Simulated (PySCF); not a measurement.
Coordinates in bohr (charge 0 multiplicity 4):
```
Re    0.0000   -0.0711   -0.2267
O     0.0000    0.7070    2.8749
H     2.5403    0.9801   -1.7888
H    -2.5403    0.9801   -1.7888
```

Level of theory: PySCF, UPBE0, basis Re def2-TZVP with ECP60, O def2-TZVP, H def2-TZVP (scalar-relativistic core potentials, no spin–orbit coupling, density fitting).

This geometry of H2ReO is a stationary point at this level.

(1) What is the point group?

(2) Is it a minimum?

(3) What are the dipole moment and the gap between the highest occupied and lowest empty levels of either spin?

(4) Give the atomic charges and bond orders.

(5) What is the atomisation energy, with and without zero-point energy?

## Answers

(1) Cs.

(2) Yes: all harmonic wavenumbers are real.

(3) 2.31 D and 3.39 eV.

(4) 
```json
{"atom": "Re1", "Mulliken": "0.56", "Löwdin": "0.46", "polar tensor": "1.01", "spin (Mulliken)": "2.99", "Mayer order to Re1": "–"}
{"atom": "O2", "Mulliken": "-0.47", "Löwdin": "-0.30", "polar tensor": "-0.69", "spin (Mulliken)": "0.16", "Mayer order to Re1": "2.14"}
{"atom": "H3,4", "Mulliken": "-0.05", "Löwdin": "-0.08", "polar tensor": "-0.16", "spin (Mulliken)": "-0.08", "Mayer order to Re1": "0.96"}
```

(5) 1092 kJ/mol without, 1051 kJ/mol with.

This need not be the most stable arrangement of these atoms. With open d or f shells other occupations or spin states may lie lower. No spin–orbit coupling is included, which matters more the heavier the element.
